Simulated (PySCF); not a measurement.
**P(2+) (phosphorus, charge +2) across methods**

[Ne] 3s1 3p2, high-spin 4P determinant (an excited configuration). All numbers are calculated (PySCF 2.14, the non-relativistic Hamiltonian (point nucleus), in aug-cc-pV(5+d)Z).

| method | E (hartree) | mean ε 2p β (eV) | mean ε 3s α (eV) | mean ε 3p α (eV) | Σ⟨r²⟩ (bohr²) | ⟨S²⟩ |
| --- | --- | --- | --- | --- | --- | --- |
| UHF | -339.45169 | -170.95 | -43.588 | -31.543 | 14.56 | 3.750 |
| LDA | -338.6264 | -148.52 | -35.759 | -26.035 | 14.48 | 3.750 |
| PBE | -339.7481 | -148.51 | -35.807 | -26.124 | 14.45 | 3.750 |
| r2SCAN | -339.8987 | -150.80 | -36.523 | -26.535 | 14.41 | 3.750 |
| PBE0 | -339.7833 | -154.44 | -37.890 | -27.602 | 14.44 | 3.750 |
